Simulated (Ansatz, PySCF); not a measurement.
Isomers of CH3NO: 1 is NC=O, 2 is CN=O; one conformer of each (the lowest of an xTB search), B3LYP-D3(BJ)/def2-TZVP minima.
Isomer 1 (charge 0, multiplicity 1, Z-matrix in Å and degrees):
```
C
O 1 1.2093
N 1 1.3564 2 124.95
H 3 1.0045 1 121.30 2 -179.99
H 3 1.0072 4 119.31 1 -179.97
H 1 1.1056 2 122.74 3 -180.00
```
Isomer 2 (charge 0, multiplicity 1):
```xyz
6

C     -0.434     0.005    -0.005
N      0.938     0.402     0.381
O      1.800    -0.232    -0.161
H     -0.430    -0.814    -0.725
H     -0.956    -0.261     0.916
H     -0.918     0.899    -0.406
```

No zero-point or thermal terms.

Frozen-core correlation. CBS: X⁻³ extrapolation of the correlation energy, Hartree–Fock from the larger set. Rows in 3-21G, 6-31G* carry no dispersion term and start afresh at each structure (6-31G* with six Cartesian d functions).

Programs: Ansatz (a quantum-chemistry and plane-wave program) with Gaussian orbitals; PySCF for 3-21G rows, 6-31G* rows, the dispersion terms. Each number belongs to the level named beside it.

```json
[
 {"level": "HF/3-21G", "electronic energy of isomer 2 less that of isomer 1 (kcal/mol)": "76.03"},
 {"level": "SVWN5/def2-TZVPP", "electronic energy of isomer 2 less that of isomer 1 (kcal/mol)": "68.72"},
 {"level": "BP86/6-31G*", "electronic energy of isomer 2 less that of isomer 1 (kcal/mol)": "57.74"},
 {"level": "PBE0-D4/def2-TZVPP", "electronic energy of isomer 2 less that of isomer 1 (kcal/mol)": "(withheld)"},
 {"level": "BHLYP-D4/def2-TZVPP", "electronic energy of isomer 2 less that of isomer 1 (kcal/mol)": "67.96"},
 {"level": "MP2/CBS(cc-pVTZ, cc-pVQZ)", "electronic energy of isomer 2 less that of isomer 1 (kcal/mol)": "68.22"},
 {"level": "SCS-MP2/cc-pVTZ", "electronic energy of isomer 2 less that of isomer 1 (kcal/mol)": "63.75"},
 {"level": "CCSD(T)/cc-pVDZ", "electronic energy of isomer 2 less that of isomer 1 (kcal/mol)": "57.09"},
 {"level": "CCSD(T)/CBS(cc-pVTZ, cc-pVQZ)", "electronic energy of isomer 2 less that of isomer 1 (kcal/mol)": "63.87"}
]
```

**Question.** Complete the blanks.

**Answer.** 
- PBE0-D4/def2-TZVPP, electronic energy of isomer 2 less that of isomer 1 (kcal/mol): 65.92
